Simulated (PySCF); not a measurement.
## Computed spin Hamiltonian

Species: C₅H₅N₂Si (doublet state).
SMILES with atom numbers: `[N:1]#[C:2][SiH2:3][C@@H:4]1[CH:5][C@H:6]1[C:7]#[N:8]` (hydrogens: H9, H10 on Si3; H11 on C4; H12 on C5; H13 on C6)

Geometry (GFN2-xTB, Å), atoms numbered from 1 in this order:
```
atom  x, y, z in Å
N1    -3.7682   -0.0645    1.1477
C2    -2.8578   -0.2843    0.4888
Si3   -1.3810   -0.6594   -0.5889
C4     0.1112    0.0039    0.3798
C5     0.5955    1.3479    0.1432
C6     1.3901    0.2566   -0.4423
C7     2.6476   -0.0567    0.1378
N8     3.6508   -0.3028    0.6343
H9    -1.2879   -2.1120   -0.7401
H10   -1.5383    0.0645   -1.8495
H11    0.2209   -0.4102    1.3815
H12    0.8657    2.1440    0.8021
H13    1.3471    0.0735   -1.5122
```

The hyperfine couplings belong to this conformer and change with its torsions.

Computed, not measured: PySCF, UKS B3LYP, pcH-1 on C H N Si, non-relativistic, mean-field spin-orbit, GIAO. The structure is a single GFN2-xTB conformer in the gas phase; no vibrational or solvent corrections. Couplings are sensitive to structure, and on GFN2-xTB geometries they can be far from those on DFT ones. No stability test was run, so a lower SCF solution isn't excluded.

- g1, g2, g3: 2.00209, 2.00255, 2.00284
- g_iso: 2.00249
- Form of g: rhombic: the two nearest values differ by 38 % of g3 − g1
- ⟨S²⟩: 0.7533 (exact 0.7500)
- α and β electrons: 32, 31
- HOMO–LUMO gap, α and β orbitals: 5.92, 5.58 eV
- Basis functions: 260

Isotropic coupling and dipolar principal values T1 to T3, in 10⁻⁴ cm⁻¹ (1 × 10⁻⁴ cm⁻¹ = 2.998 MHz):

```json
{"atom": "N1", "isotope": "14N", "a_iso": "0.1", "of which spin–orbit": "0.0", "T1": "-0.1", "T2": "0.0", "T3": "0.1", "Mulliken spin population": "0.00"}
{"atom": "C2", "isotope": "13C", "a_iso": "0.7", "of which spin–orbit": "0.0", "T1": "-0.2", "T2": "-0.1", "T3": "0.3", "Mulliken spin population": "0.00"}
{"atom": "Si3", "isotope": "29Si", "a_iso": "-28.4", "of which spin–orbit": "0.0", "T1": "-4.2", "T2": "2.0", "T3": "2.2", "Mulliken spin population": "0.04"}
{"atom": "C4", "isotope": "13C", "a_iso": "-4.0", "of which spin–orbit": "0.0", "T1": "-2.0", "T2": "0.1", "T3": "1.9", "Mulliken spin population": "-0.04"}
{"atom": "C5", "isotope": "13C", "a_iso": "93.3", "of which spin–orbit": "0.0", "T1": "-25.3", "T2": "-23.9", "T3": "49.1", "Mulliken spin population": "0.95"}
{"atom": "C6", "isotope": "13C", "a_iso": "-5.0", "of which spin–orbit": "0.0", "T1": "-1.2", "T2": "0.0", "T3": "1.2", "Mulliken spin population": "-0.03"}
{"atom": "C7", "isotope": "13C", "a_iso": "7.4", "of which spin–orbit": "0.0", "T1": "-1.1", "T2": "-0.4", "T3": "1.5", "Mulliken spin population": "0.00"}
{"atom": "N8", "isotope": "14N", "a_iso": "0.3", "of which spin–orbit": "0.0", "T1": "-0.5", "T2": "-0.4", "T3": "1.0", "Mulliken spin population": "0.03"}
{"atom": "H9", "isotope": "1H", "a_iso": "2.2", "of which spin–orbit": "0.0", "T1": "-0.5", "T2": "-0.4", "T3": "0.9", "Mulliken spin population": "0.01"}
{"atom": "H10", "isotope": "1H", "a_iso": "-0.5", "of which spin–orbit": "0.0", "T1": "-1.0", "T2": "-0.7", "T3": "1.7", "Mulliken spin population": "0.00"}
{"atom": "H11", "isotope": "1H", "a_iso": "26.8", "of which spin–orbit": "0.0", "T1": "-1.7", "T2": "-0.7", "T3": "2.5", "Mulliken spin population": "0.03"}
{"atom": "H12", "isotope": "1H", "a_iso": "-4.3", "of which spin–orbit": "0.0", "T1": "-11.1", "T2": "-1.5", "T3": "12.5", "Mulliken spin population": "-0.02"}
{"atom": "H13", "isotope": "1H", "a_iso": "20.7", "of which spin–orbit": "0.0", "T1": "-2.1", "T2": "-1.2", "T3": "3.3", "Mulliken spin population": "0.02"}
```

The largest Mulliken spin population is on C5 (+0.95). The angles at C5 add up to 327.6°, so it is pyramidal.

Axes: g3 points within 7° of the C5–H12 bond.

Under fast tumbling the dipolar parts average out, and these isotropic splittings remain: 1 × 1H (H11, I = 1/2, 2 lines) with 2.87 mT, 1 × 1H (H13, I = 1/2, 2 lines) with 2.21 mT, 1 × 1H (H12, I = 1/2, 2 lines) with 0.46 mT, 1 × 1H (H9, I = 1/2, 2 lines) with 0.23 mT and 1 × 1H (H10, I = 1/2, 2 lines) with 0.05 mT.

The 13C coupling of C5 (279.8 MHz) shows only in satellite lines or after enrichment, since that isotope makes up about 1.07 % of natural carbon.

The 29Si coupling of Si3 (-85.2 MHz) shows only in satellite lines or after enrichment, since that isotope makes up about 4.7 % of natural silicon.

Examples of negative spin density at the nucleus (bohr⁻³): C6 (-0.0134), C4 (-0.0107) and H12 (-0.0029).

Hardware: one thread, Arm Neoverse V2 (aarch64), shared host. Cost: 83 s (grids of density and orbitals included), 0.93 GiB resident at most.
